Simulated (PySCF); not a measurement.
C3H9Al, SMILES C[CH2][AlH][CH3].

Coordinates come from a r2SCAN-D4/def2-SVP optimisation. The structure was generated by enumeration; whether it is a known compound was not checked. The values are those of a single conformer.

The numbers are results of B3LYP/def2-TZVP in PySCF, not measurements.

The molecule is in vacuum.

```json
{
 "total_energy": "-362.24574 hartree",
 "highest_occupied_level": "-7.12 eV",
 "lowest_empty_level": "-1.09 eV",
 "orbital_gap": "6.03 eV",
 "dipole_moment": "0.71 D",
 "quadrupole, principal values (traceless, Buckingham form, about the centre of nuclear charge)": "-4.07, -2.64, 6.71 D·Å",
 "mean_static_polarisability": "65.3 bohr³ (9.67 Å³)",
 "polarisability_principal_values": "54.0, 63.0, 78.9 bohr³"
}
```
